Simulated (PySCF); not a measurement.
Compound: C2H8Si2.
Atom-mapped SMILES: `[SiH3:1]/[CH:2]=[CH:3]\[SiH3:4]` (hydrogens: H5, H6, H7 on Si1; H8 on C2; H9 on C3; H10, H11, H12 on Si4)

A GFN2-xTB structure was refined with PySCF 2.14.0, PBE0-D3(BJ)/def2-SVP geometry optimisation, gas phase. Its GFN2-xTB values:

| coordinate | GFN2-xTB |
| --- | --- |
| Si1–C2 | 1.911 Å |
| Si1–H5 | 1.439 Å |
| C2=C3 | 1.346 Å |
| C2–H8 | 1.108 Å |
| C3–Si4 | 1.846 Å |
| Si1–C2–C3 | 128.7° |
| Si1–C2–H8 | 112.9° |
| C2–Si1–H5 | 107.9° |
| C3–C2–H8 | 118.4° |
| C3–Si4–H10 | 106.9° |
| C3–Si4–H11 | 112.1° |
| H5–Si1–H6 | 110.1° |
| H5–Si1–H7 | 111.0° |
| Si1–C2–C3–Si4 | 0° |

Task: How do these coordinates change at the PBE0-D3(BJ)/def2-SVP level?

Result: 
```tsv
coordinate	PBE0-D3(BJ)/def2-SVP (Å or °)	change
Si1–H5	1.495	+0.056
C3–Si4	1.886	+0.040
Si1–C2	1.874	-0.037
C2–H8	1.101	-0.007
C2=C3	1.346	0.000
Si1–C2–H8	116.0	+3.1
C2–Si1–H5	110.1	+2.2
Si1–C2–C3	126.5	-2.2
H5–Si1–H6	108.0	-2.1
H5–Si1–H7	109.0	-2.0
C3–Si4–H10	107.9	+1.0
C3–C2–H8	117.5	-0.9
C3–Si4–H11	111.5	-0.6
Si1–C2–C3–Si4	-1	-1
```

The energy falls by 0.127 eV over 6 energy and gradient evaluations, the largest force component goes from 0.0272 to 2.9e-04 Eh/bohr, and the atoms move by 0.060 Å rms after alignment. The bond that changes most is Si1–H5 (SiH3 silicon to Si–H hydrogen), which lengthens by 0.056 Å. Bonds longer at the end by more than 0.005 Å: 7 of 11; shorter: 3. Rotational constants go from 8776, 2149, 1797 to 8613, 2166, 1803 MHz.

The run used 104 basis functions and 38 SCF cycles in all. Time: 21 s of wall time; peak memory 0.43 GiB. Hardware: an Arm Neoverse V1 with one thread, shared host with 32 logical CPUs at a one-minute load of 11.

PBE0-D3(BJ)/def2-SVP frequencies: not computed here.
